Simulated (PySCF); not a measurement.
# SMILES C#CN1BNB(C=S)NB1, C3H6B3N3S

Geometry (Å), atoms numbered from 1 in this order:
```xyz
16

C     4.113   -0.470    0.004
C     2.922   -0.258    0.026
N     1.589   -0.022    0.050
B     0.876    0.159   -1.204
N    -0.516    0.403   -1.128
B    -1.233    0.480    0.096
C    -2.790    0.759    0.101
S    -3.650    1.011   -1.251
N    -0.497    0.297    1.305
B     0.902    0.047    1.323
H     5.169   -0.658   -0.017
H     1.471    0.099   -2.248
H    -1.058    0.542   -1.978
H    -3.322    0.791    1.069
H    -0.981    0.346    2.193
H     1.511   -0.104    2.350
```

Method: quadratic response CAM-B3LYP/aug-cc-pVDZ first hyperpolarisability, Taylor convention, gas phase in PySCF 2.14.0. Geometry: PBE0-D3(BJ)/def2-SVP.

(1) Give the tensor of the second harmonic β(−2ω;ω,ω) at 1907 nm in the axes of these coordinates.

Results:

(1) In au, Taylor convention; rows are the first index (the induced dipole):
|  | xx | yy | zz | xy | xz | yz |
| --- | --- | --- | --- | --- | --- | --- |
| x | +1006.2 | +7.5 | +86.8 | -204.1 | +175.2 | -36.2 |
| y | -204.4 | +8.6 | -17.2 | +8.0 | -36.1 | +12.9 |
| z | +178.6 | +13.7 | +52.8 | -36.5 | +85.6 | -16.9 |

Norm of βᵢ = ⅓ Σⱼ (βᵢⱼⱼ + βⱼᵢⱼ + βⱼⱼᵢ): 1146.4 au, hyper-Rayleigh value 469.8 au.
